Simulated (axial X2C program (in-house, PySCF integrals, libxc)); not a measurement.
## Working with the constants of NaRb

A bond curve at the CCSD(T) level, with spin–orbit coupling, was computed with an in-house relativistic program for diatomic molecules (basis Rb dyall-cv3z [12s13p8d4f1g], Na dyall-cv3z [9s8p5d2f] (cores contracted in-house)) for the state Ω = 0 (closed shell). Its fit gives Re = 3.7036 Å, ωe = 104.5 cm⁻¹, ωexe = 0.27 cm⁻¹ and αe = 2.462e-04 cm⁻¹; the masses are 84.9118 and 22.9898 u. Two-component means X2C with spin–orbit coupling and atomic mean-field Coulomb and Gaunt terms.

Correlated methods: 10 electrons correlated (number of frozen shells: Rb 3 s, 2 p, 1 d; Na 2 s, 1 p), 284 virtual spin orbitals or spinors in MP2, 90 natural virtuals in coupled cluster.

Find the reduced mass, Be and the force constant.

From the CCSD(T) values: μ = 18.0915 u. Be = 16.8576/(μ Re²) = 0.06793 cm⁻¹. k = 5.8918×10⁻⁷ μ ωe² = 0.116 mdyn/Å.

Estimate the centrifugal constant by the Kratzer relation.

D = 4Be³/ωe² = 1.15e-07 cm⁻¹.

Where do the fundamental and the first overtone lie?

ν(1←0) = ωe − 2ωexe = 104.0 cm⁻¹; ν(2←0) = 2ωe − 6ωexe = 207.4 cm⁻¹.

Estimate De from a Morse curve and compare with the computed well depth of 0.597 eV to Rb + Na.

De(Morse) = ωe²/(4ωexe) = 1.254 eV against 0.597 eV computed, a ratio of 2.10. The extrapolation overshoots: the well softens faster than a Morse curve, or the lowest atomic limit lies below the one to which the curve heads.

A Morse curve ties αe to the other constants (Pekeris). How well does that hold?

αe(Morse) = 6Be²/ωe × (√(ωexe/Be) − 1) = 2.633e-04 cm⁻¹; the CCSD(T) curve gives 2.462e-04 cm⁻¹, a ratio of 1.07.

The state is one determinant whose occupation by symmetry is held fixed; it was picked as the lowest of a PBE0 search that is not exhaustive. De is counted from the lowest determinant-based energies of the atoms at the same level, without counterpoise correction. Coupled cluster ran in a truncated set of natural virtual spinors; the MP2 energy of the rest was added. (T) has no such correction and the atoms are truncated less, which lowers De at CCSD(T) by a hundredth of an eV or more. With the outer-core shells frozen, correlated bond lengths of heavy atoms tend to come out a few hundredths of an ångström too long.
